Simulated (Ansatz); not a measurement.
```yaml
crystal:
  periodic: [false, false, false]
  atoms:
    - {symbol: O, position_ang: [-1.171906, 0.459010, -0.218086]}
    - {symbol: Sb, position_ang: [0.749712, 0.230626, -0.501709]}
    - {symbol: Br, position_ang: [1.086023, -1.961919, 0.692933]}
    - {symbol: H, position_ang: [-1.685445, 0.039679, -0.914372]}
    - {symbol: H, position_ang: [1.071516, 1.158904, 0.899834]}
basis:
  gaussian: {orbitals: def2-mTZVPP, final_grid: {core_spheres: 5, valence_spheres: 4, degree: 11}}
magnetization: {spin_polarized: true, initial_magnetization: 6}
hamiltonian: {xc: {name: r2SCAN0}}
output: {forces: true}
```

```sh
$ ansatz run in.yaml --threads 2 --pin off --events-out ev --progress --plain --max-ram 4352MiB
```

Output, abridged:

```
Functional definition: r2SCAN0
  name "r2SCAN0"
  cite "Bursch, Neugebauer, Ehlert & Grimme, J. Chem. Phys. 156, 134105 (2022) doi:10.1063/5.0086040"
  cite "Furness, Kaplan, Ning, Perdew & Sun, J. Phys. Chem. Lett. 11, 8208 (2020) doi:10.1021/acs.jpclett.0c02405"
  cite "Furness, Kaplan, Ning, Perdew & Sun, J. Phys. Chem. Lett. 11, 9248 (2020) doi:10.1021/acs.jpclett.0c03077"
  parent r2scan
  parameter a = 0.25
  parameter k0 = 0.174
  parameter k1 = 0.065
  parameter a1 = 4.9479
  exchange = (1 - a)*r2scan_x(k0 = k0, k1 = k1, a1 = a1) + a*exact_x
  correlation = r2scan_c
1044 factors; integrals over basis functions are off by at most 8.9e-4 eV
mean field evaluation 1: about -78636.8191 eV, gradient 4.4e1 eV
mean field evaluation 2: about -78546.6101 eV, gradient 1.3e2 eV
mean field evaluation 4: about -78648.6427 eV, gradient 8.4e0 eV
mean field evaluation 8: about -78649.2742 eV, gradient 7.3e-1 eV
mean field evaluation 16: about -78649.3415 eV, gradient 8.8e-2 eV
mean field evaluation 32: about -78649.3428 eV, gradient 7.4e-4 eV
mean field -78649.34278214 eV, -2890.3100368045 hartree, gradient 6.6e-7 eV, S^2 12.014272; 6 other end points of the search recorded, 0 dependent functions left out
the calculation of the forces begins
reference -78649.34279571 eV, -2890.3100373029 hartree; 37, 31 occupied and 69, 75 virtual orbitals, 1044 factors
Total energy: -78649.34279571 eV, -2890.3100373029 hartree
Atom 0 at    -1.171906     0.459010    -0.218086 Å, force    -6.649436     0.955439     2.115656 eV/Å
Atom 1 at     0.749712     0.230626    -0.501709 Å, force     5.812508     0.488981    -8.026632 eV/Å
Atom 2 at     1.086023    -1.961919     0.692933 Å, force     0.561674    -4.325723     2.384775 eV/Å
Atom 3 at    -1.685445     0.039679    -0.914372 Å, force    -1.171133    -0.427905    -1.242032 eV/Å
Atom 4 at     1.071516     1.158904     0.899834 Å, force     1.446388     3.309208     4.768234 eV/Å
Dipole moment:    -0.609119    -0.434808     0.076578 e Å
```

Question: What is wrong with this run?

Answer: The spin is set far too high for this molecule. The run converged. The result belongs to that input, not to the molecule as meant.

Scalar relativity is left out up to krypton.
